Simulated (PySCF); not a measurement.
## Si⁺ (silicon, charge +1): UHF calculation

Configuration: [Ne] 3s2 3p1, 2P determinant. Computed with PySCF 2.14 in aug-cc-pwCVDZ, with the non-relativistic Hamiltonian (point nucleus).

```json
{
 "Total energy": "-288.570061 hartree",
 "One-electron energy": "-395.8132 hartree",
 "Hartree (Coulomb) energy": "127.3106 hartree",
 "Exchange energy": "-20.0674 hartree",
 "Kinetic energy": "288.54591 hartree",
 "⟨S²⟩": "0.7649",
 "⟨L²⟩": "2.045",
 "Sum of ⟨r⟩": "11.23 bohr",
 "Sum of ⟨r²⟩": "20.27 bohr²",
 "Traceless quadrupole moment −½Σ⟨3z² − r²⟩ along its main axis": "-2.95 e·bohr²",
 "Density at the nucleus (Gaussians lack the cusp)": "1720 bohr⁻³",
 "Spin density at the nucleus": "0.0166 bohr⁻³",
 "Langevin diamagnetic susceptibility": "-16.1 ×10⁻⁶ cm³/mol"
}
```

```tsv
shell	electrons	mean orbital energy (hartree)	spread (hartree)	rms radius, mean of both spins (bohr)
1s α	1	-69.18021	0	0.129
1s β	1	-69.17355	0	0.129
2s α	1	-6.51754	0	0.614
2s β	1	-6.51010	0	0.614
2p α	3	-4.61816	0.01373	0.599
2p β	3	-4.60464	0.01650	0.599
3s α	1	-0.88551	0	2.25
3s β	1	-0.79702	0	2.25
3p α	1	-0.59458	0	2.68
```

Spin-orbit constants ζ (cm⁻¹) from the X2C one-electron operator on these orbitals (non-relativistic here): bare nucleus, nucleus screened by l(l+1)(2l+1)/3 electrons, and screened by the Breit-Pauli mean field of the electrons.

```tsv
shell	bare	screened nucleus	mean field
2p	3850	3300	3049
3p	209.4	179.5	162.4
```

To first order the Landé constant is A = 162.4 cm⁻¹, so the lowest level has J = 1/2 and lies 0.0201 eV below the centre of the term.
